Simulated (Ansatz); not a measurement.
Reaction (formal exchange of groups at a C–Ge bond): `B[CH2][GeH2][F]` + `[Cl][GeH3]` → `B[CH2][GeH2][Cl]` + `[F][GeH3]`

Isolated molecules relaxed with PBE0-D4/def2-TZVP in Ansatz; ΔE leaves out vibrations. CCSD(T)/CBS adds triple-zeta CCSD(T) − MP2 to the extrapolated MP2 energy (def2 sets, frozen cores). Functionals use def2-TZVPP. For Ge outer-core shells are correlated without core-valence functions, which leaves a few kJ/mol of doubt a bond. Scalar relativity is left out up to krypton. Each species was taken in one conformer, which may not be the lowest.

Is it downhill or uphill in electronic energy at CCSD(T)/CBS, and by how much? (Estimate.)

Computed: Nearly level: ΔE = +0.02 eV.

What do these levels give: ωB97X-V, MP2/def2-TZVPP, SCS-MP2/def2-TZVPP, HF/def2-QZVPP, HF/CBS(def2), MP2/CBS(def2)? (An estimate is asked.)

Ansatz gave: ωB97X-V 0.02, MP2/def2-TZVPP -0.01, SCS-MP2/def2-TZVPP 0.00, HF/def2-QZVPP 0.03, HF/CBS(def2) 0.03, MP2/CBS(def2) 0.00 eV.

Largest T1 diagnostic among the species: 0.012.
